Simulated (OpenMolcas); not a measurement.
**Mo3+: effect of the level shift or regulariser**

```yaml
Program: OpenMolcas
Basis: ANO-RCC-VTZP [7s6p4d2f1g]
Scalar_Hamiltonian: DKH2, point nucleus
Active_space: 3 electrons in 5 orbitals (4d)
State_averaging: 2S+1 = 4 even, 10 roots; 2S+1 = 2 even, 40 roots
Spin-orbit_coupling: state interaction with AMFI integrals over the reference wave functions, term energies averaged over their components
```

Methods on the same reference wave functions:
A. CASSCF
B. MS-CASPT2, IPEA 0.25 Eh, imaginary shift 0.1 Eh (closed shells correlated: 4s 4p)
C. MS-CASPT2, IPEA 0.25 Eh, real shift 0.2 Eh (closed shells correlated: 4s 4p)
D. MS-CASPT2, IPEA 0.25 Eh, sigma2 regulariser 0.3 Eh (closed shells correlated: 4s 4p)

Energies in cm⁻¹ above 4d³ ⁴F_3/2, the measured ground level; measured values from Sugar and Musgrove, J. Phys. Chem. Ref. Data 17, 155 (1988).

| Level | A | B | C | D | Measured |
| --- | --- | --- | --- | --- | --- |
| 4d³ ⁴F_3/2 | 0.0 | 0.0 | 0.0 | 0.0 | 0.0 |
| 4d³ ⁴F_5/2 | 739 | 759 | 759 | 759 | 778 |
| 4d³ ⁴F_7/2 | 1693 | 1719 | 1718 | 1719 | 1760 |
| 4d³ ⁴F_9/2 | 2803 | 2810 | 2810 | 2810 | 2865 |
| 4d³ ⁴P_1/2 | 13190 | 10720 | 10740 | 10730 | 10338 |
| 4d³ ⁴P_3/2 | 13291 | 10700 | 10740 | 10710 | 10331 |
| 4d³ ²G_7/2 | 14336 | 11940 | 11970 | 11950 | 11580 |
| 4d³ ⁴P_5/2 | 14358 | 11960 | 11960 | 11960 | 11612 |
| 4d³ ²G_9/2 | 15056 | 12690 | 12720 | 12700 | 12311 |
| 4d³ ²P_1/2 | 18650 | 14580 | 14820 | 14680 | 14348 |
| 4d³ ²H_9/2 | 18984 | 16630 | 16610 | 16620 | 15995 |
| 4d³ ²H_11/2 | 19381 | 17030 | 17000 | 17020 | 16357 |
| 4d³ ²D_5/2(1) | 21168 | 17370 | 17420 | 17390 | 16809 |
| 4d³ ²D_3/2(1) [57 %] | 21396 | 17460 | 17580 | 17500 | 17107 |
| 4d³ ²F_7/2 | 31021 | 25650 | 25700 | 25660 | 24787 |
| 4d³ ²F_5/2 | 31366 | 25980 | 26030 | 25990 | 25100 |
| 4d³ ²D_5/2(2) | 48234 | 40540 | 40590 | 40540 | 38922 |
| 4d³ ²D_3/2(2) | 48630 | 40960 | 41000 | 40960 | 39231 |

Deviations, from unrounded energies. A percentage is the sum of absolute deviations over the sum of measured energies, with the sign that they share, or ± where signs differ.

| Against measurement | Levels | A | B | C | D |
| --- | --- | --- | --- | --- | --- |
| mean absolute deviation (cm-1) | 17 | 3800 | 560 | 600 | 570 |
| fine structure of the ground term (%) | 3 | -3.1 | -2.1 | -2.2 | -2.1 |
| other terms of the ground configuration (%) | 14 | +24.3 | +3.5 | +3.8 | +3.6 |

B, D lie about equally close to measurement and A furthest from it. The largest miss of B in the table is 4d³ ²D_3/2(2), by +1700 cm-1. The ranking rests on the paired levels alone, and a cruder setting can come out closer through cancelling errors.

Among B to D the level of the table that moves most is 4d³ ²P_1/2, by 230 cm-1 (lowest in B, highest in C). Moves below CASPT2's spread within the term are not significant.

The mean deviations of B to D differ by less than CASPT2's widest spread within a term (840 cm-1), so their order carries little weight.

From A to B the spin-free energies of the other terms of 4d³ shown, above ⁴F, scale by factors of 0.76 to 0.86, as is usual when dynamic correlation screens the repulsion within a d or f shell.

The lowest spin-free term lies below A's lowest term by 0.295 hartree in B, 0.295 hartree in C, 0.295 hartree in D.

CASPT2 breaks the degeneracy within a term, and the mean is taken; among the terms shown or strongly mixed into the levels shown the widest spread is 840 cm-1 (4d³ ⁴F, D). Without dynamic correlation excited terms often stand tens of per cent too high (terms of higher spin than the ground term too low), and those without a measured partner can miss by more than the paired ones (holds for A). The CASPT2 spread within a term exceeds the gap to the next term for 4d³ ²H and 4d³ ²D(1), so the order of their levels is uncertain (holds for B; C; D). Measured partners are found by configuration, term and J. A level has none where our copy of the source lacks it or the pairing is in doubt (some pairs that miss far off the trend of their configuration count as doubtful), and it then counts in no deviation. Levels of configurations outside the active space are missing. Levels that lie high or do not pair safely by name in every column are left out.

A share in square brackets marks a mixed level and gives the weight of the term that names it, the lowest over the columns. A number in round brackets counts repeated terms of one configuration in the order of the reference energies.
